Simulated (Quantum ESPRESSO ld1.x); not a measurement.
The run below uses ld1.x (Quantum ESPRESSO 7.5).

```
 &input
    atom='Cr',
    iswitch=1,
    rel=2,
    dft='REVPBE',
    config='[Ne]',
    rel_dist='energy',
    verbosity='high',
    lsmall=.true.,
    prefix='ld1',
    max_out_wfc=37,
    file_charge='ld1.rho',
 /
```

Command: `OMP_NUM_THREADS=1 ld1.x < ld1.in > ld1.out`

Output (excerpt):

```
     Program LD1 v.7.5 starts

     --------------------------- All-electron run ----------------------------

     dirac relativistic calculation

     atomic number is 24.00
     dft =REVPBE   lsd =0 sic =0 latt =0  beta=0.20 tr2=1.0E-14
     Exchange-correlation= REVPBE
                           (   1   4   4   4   0   0   0)
     mesh =1973 r(mesh) =  99.28020 a.u. xmin = -8.00 dx = 0.00800
     1 Ry =  13.60569312 eV, c = 137.03599908

     n l j   nl                  e(Ry)          e(Ha)          e(eV)
     Spin orbit split results
     1 0 0.5 1S 1( 2.00)    -464.168757428    -232.084378714  -6315.3376708
     2 0 0.5 2S 1( 2.00)     -79.006596191     -39.503298095  -1074.9395025
     2 1 0.5 2P 1( 2.00)     -71.896565849     -35.948282924   -978.2026115
     2 1 1.5 2P 1( 4.00)     -71.236146081     -35.618073040   -969.2171428
     Averaged results
     1 0     1S 1( 2.00)    -464.168757428    -232.084378714  -6315.3376708
     2 0     2S 1( 2.00)     -79.006596191     -39.503298095  -1074.9395025
     2 1     2P 1( 6.00)     -71.456286003     -35.728143002   -972.2122991

     final scf error:  1.8E-15 reached in  28 iterations

     Etot =   -1927.566558 Ry,    -963.783279 Ha,  -26225.879068 eV

     Ekin =    1952.289821 Ry,     976.144911 Ha,   26562.256194 eV
     Encl =   -4239.184487 Ry,   -2119.592244 Ha,  -57677.043223 eV
     Eh   =     433.984233 Ry,     216.992117 Ha,    5904.656298 eV
     Exc  =     -74.656126 Ry,     -37.328063 Ha,   -1015.748337 eV

     normalization and overlap integrals

     s(1S/1S) =  1.000000  <r> =   0.0635  <r2> =    0.0054  r(max) =   0.0417
     LC norm =  0.99256740 + SC norm =  0.00743260 =  1.00000000
     s(2S/2S) =  1.000000  <r> =   0.2882  <r2> =    0.0978  r(max) =   0.2422
     LC norm =  0.99862697 + SC norm =  0.00137303 =  1.00000000
     s(2P/2P) =  1.000000  <r> =   0.2526  <r2> =    0.0782  r(max) =   0.1936
     LC norm =  0.99864987 + SC norm =  0.00135013 =  1.00000000
     s(2P/2P) =  1.000000  <r> =   0.2553  <r2> =    0.0797  r(max) =   0.1967
     LC norm =  0.99866521 + SC norm =  0.00133479 =  1.00000000

     LC charge =  9.97434935 + SC charge =  0.02565065 = 10.00000000

     ------------------------ End of All-electron run ------------------------
```

Run on one thread of a shared host, so times are rough (Intel(R) Xeon(R) Processor @ 2.60GHz): 0.49 s of CPU time, 0.78 s wall, 28 iterations on 1973 mesh points.
